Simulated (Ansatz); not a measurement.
These are B3LYP-D3(BJ)/def2-SVP (Ansatz, a first-principles code) values and carry that method's errors. No frequencies were computed at this level.

Ansatz 0.2 input:
```yaml
crystal:
  periodic: [false, false, false]
  atoms:
    - { symbol: B, position_ang: [0.019067, 0.00846, 0.017528] }
    - { symbol: Cl, position_ang: [-0.126482, 1.830987, 0.130862] }
    - { symbol: Cl, position_ang: [-0.329321, -0.802431, 1.622742] }
    - { symbol: Cl, position_ang: [1.640427, -0.502884, -0.664638] }
    - { symbol: C, position_ang: [-1.085327, -1.971042, -1.19015] }
    - { symbol: N, position_ang: [-1.142745, -0.507089, -1.050466] }
    - { symbol: C, position_ang: [-0.922792, 0.10663, -2.369911] }
    - { symbol: C, position_ang: [-2.478835, -0.126658, -0.564563] }
    - { symbol: H, position_ang: [-1.846682, -2.306915, -1.89307] }
    - { symbol: H, position_ang: [-1.251418, -2.432722, -0.219421] }
    - { symbol: H, position_ang: [-0.100117, -2.260687, -1.54866] }
    - { symbol: H, position_ang: [-0.963225, 1.189431, -2.275198] }
    - { symbol: H, position_ang: [-1.687479, -0.230988, -3.068365] }
    - { symbol: H, position_ang: [0.06153, -0.173416, -2.738332] }
    - { symbol: H, position_ang: [-3.239683, -0.467965, -1.265412] }
    - { symbol: H, position_ang: [-2.649168, -0.576158, 0.411141] }
    - { symbol: H, position_ang: [-2.531051, 0.954984, -0.462712] }
basis:
  gaussian: { orbitals: def2-svp }
hamiltonian:
  xc: b3lyp
  dispersion: d3bj
relax:
  max_steps: 150
```

Output:

```
Functional definition: B3LYP
1847 factors; integrals over basis functions are off by at most 3.3e-4 eV
mean field evaluation 1: about -42975.4061 eV, gradient 5.0e1 eV
mean field evaluation 2: about -42974.0907 eV, gradient 5.5e1 eV
mean field evaluation 4: about -42981.5802 eV, gradient 3.0e0 eV
mean field evaluation 8: about -42981.6732 eV, gradient 1.2e-1 eV
mean field evaluation 16: about -42981.6732 eV, gradient 1.4e-5 eV
mean field -42981.67322334 eV, -1579.5473569331 hartree, gradient 1.4e-5 eV, S^2 0.000000; 0 other end points of the search recorded, 0 dependent functions left out
reference -42981.67349326 eV, -1579.5473668525 hartree; 45, 45 occupied and 124, 124 virtual orbitals, 1847 factors
relax step   1: F+E_penalty+E_count = -42982.76622427 eV  Δ(F+E_penalty+E_count) = +0.000e0 eV  max|allowed force component| = 4.928e-1 eV/Å  Δτ_max = 0.0000 Å  (28 SCF iters, accepted)
these checks for a lower state are left out or cut short: starts, cluster_reference, orbital_swaps, neighbouring_geometries, increment
1847 factors; integrals over basis functions are off by at most 3.4e-4 eV
mean field -42981.72273986 eV, -1579.5491766319 hartree, gradient 8.1e-6 eV, S^2 0.000000; 0 other end points of the search recorded, 0 dependent functions left out
reference -42981.72301212 eV, -1579.5491866373 hartree; 45, 45 occupied and 124, 124 virtual orbitals, 1847 factors
relax step   2: F+E_penalty+E_count = -42982.80139624 eV  Δ(F+E_penalty+E_count) = -3.517e-2 eV  max|allowed force component| = 2.773e-1 eV/Å  Δτ_max = 0.0456 Å  (30 SCF iters, accepted)
these checks for a lower state are left out or cut short: starts, cluster_reference, orbital_swaps, neighbouring_geometries, increment
1847 factors; integrals over basis functions are off by at most 3.5e-4 eV
mean field -42981.73453512 eV, -1579.5496100997 hartree, gradient 8.2e-6 eV, S^2 0.000000; 0 other end points of the search recorded, 0 dependent functions left out
reference -42981.73480741 eV, -1579.5496201059 hartree; 45, 45 occupied and 124, 124 virtual orbitals, 1847 factors
relax step   3: F+E_penalty+E_count = -42982.81241001 eV  Δ(F+E_penalty+E_count) = -1.101e-2 eV  max|allowed force component| = 1.056e-1 eV/Å  Δτ_max = 0.0242 Å  (30 SCF iters, accepted)
these checks for a lower state are left out or cut short: starts, cluster_reference, orbital_swaps, neighbouring_geometries, increment
1847 factors; integrals over basis functions are off by at most 3.5e-4 eV
mean field evaluation 32: about -42981.6592 eV, gradient 3.2e-1 eV
mean field -42981.73504965 eV, -1579.5496290084 hartree, gradient 1.4e-5 eV, S^2 0.000000; 0 other end points of the search recorded, 0 dependent functions left out
reference -42981.73532192 eV, -1579.5496390138 hartree; 45, 45 occupied and 124, 124 virtual orbitals, 1847 factors
relax step   4: F+E_penalty+E_count = -42982.81291683 eV  Δ(F+E_penalty+E_count) = -5.068e-4 eV  max|allowed force component| = 5.081e-2 eV/Å  Δτ_max = 0.0021 Å  (24 SCF iters, accepted)
these checks for a lower state are left out or cut short: starts, cluster_reference, orbital_swaps, neighbouring_geometries, increment
1847 factors; integrals over basis functions are off by at most 3.5e-4 eV
mean field -42981.73463943 eV, -1579.5496139331 hartree, gradient 9.8e-6 eV, S^2 0.000000; 0 other end points of the search recorded, 0 dependent functions left out
reference -42981.73491164 eV, -1579.5496239365 hartree; 45, 45 occupied and 124, 124 virtual orbitals, 1847 factors
relax step   5: F+E_penalty+E_count = -42982.81303385 eV  Δ(F+E_penalty+E_count) = -1.170e-4 eV  max|allowed force component| = 3.821e-2 eV/Å  Δτ_max = 0.0040 Å  (24 SCF iters, accepted)
these checks for a lower state are left out or cut short: starts, cluster_reference, orbital_swaps, neighbouring_geometries, increment
1847 factors; integrals over basis functions are off by at most 3.5e-4 eV
mean field -42981.73477618 eV, -1579.5496189584 hartree, gradient 9.6e-6 eV, S^2 0.000000; 0 other end points of the search recorded, 0 dependent functions left out
reference -42981.73504837 eV, -1579.5496289612 hartree; 45, 45 occupied and 124, 124 virtual orbitals, 1847 factors
relax step   6: F+E_penalty+E_count = -42982.81311987 eV  Δ(F+E_penalty+E_count) = -8.602e-5 eV  max|allowed force component| = 1.894e-3 eV/Å  Δτ_max = 0.0014 Å  (24 SCF iters, accepted)
1847 factors; integrals over basis functions are off by at most 3.5e-4 eV
mean field evaluation 64: about -42981.7348 eV, gradient 4.2e-4 eV
mean field -42981.73477618 eV, -1579.5496189584 hartree, gradient 9.6e-6 eV, S^2 0.000000; 1 other end points of the search recorded, 0 dependent functions left out
reference -42981.73504837 eV, -1579.5496289612 hartree; 45, 45 occupied and 124, 124 virtual orbitals, 1847 factors
Total energy: -42982.81339206 eV, -1579.5892573609 hartree
Atom 0 at     0.029335     0.012997     0.026963 Å, force     0.000809     0.000359     0.000745 eV/Å
Atom 1 at    -0.110664     1.851552     0.145128 Å, force    -0.000172    -0.000757    -0.000447 eV/Å
Atom 2 at    -0.317042    -0.800237     1.649455 Å, force    -0.000291     0.000256    -0.000796 eV/Å
Atom 3 at     1.668025    -0.501006    -0.654436 Å, force    -0.000877    -0.000092     0.000010 eV/Å
Atom 4 at    -1.085975    -1.991574    -1.193506 Å, force     0.001046    -0.001894     0.000615 eV/Å
Atom 5 at    -1.139995    -0.505859    -1.047937 Å, force     0.001407     0.000621     0.001296 eV/Å
Atom 6 at    -0.921458     0.114362    -2.389186 Å, force     0.001265     0.001418    -0.001223 eV/Å
Atom 7 at    -2.498504    -0.122262    -0.559378 Å, force    -0.001181     0.000993     0.001646 eV/Å
Atom 8 at    -1.860834    -2.312115    -1.903990 Å, force    -0.000598    -0.000206    -0.000413 eV/Å
Atom 9 at    -1.252692    -2.447965    -0.212499 Å, force    -0.000970     0.000674     0.000714 eV/Å
Atom 10 at    -0.092473    -2.274080    -1.556304 Å, force     0.000395     0.000929    -0.001195 eV/Å
Atom 11 at    -0.965654     1.203261    -2.285158 Å, force    -0.001250     0.000390     0.000868 eV/Å
Atom 12 at    -1.700124    -0.238335    -3.079996 Å, force    -0.000490    -0.000336    -0.000471 eV/Å
Atom 13 at     0.071149    -0.171287    -2.751956 Å, force     0.000293    -0.001320     0.000304 eV/Å
Atom 14 at    -3.251915    -0.472715    -1.278744 Å, force    -0.000482    -0.000166    -0.000560 eV/Å
Atom 15 at    -2.662464    -0.580149     0.421407 Å, force     0.000428    -0.001507    -0.000053 eV/Å
Atom 16 at    -2.542016     0.966951    -0.458487 Å, force     0.000667     0.000638    -0.001040 eV/Å
Dipole moment:    -0.934469    -0.414667    -0.859008 e Å
```

Cost: around 110 core-seconds (rough).
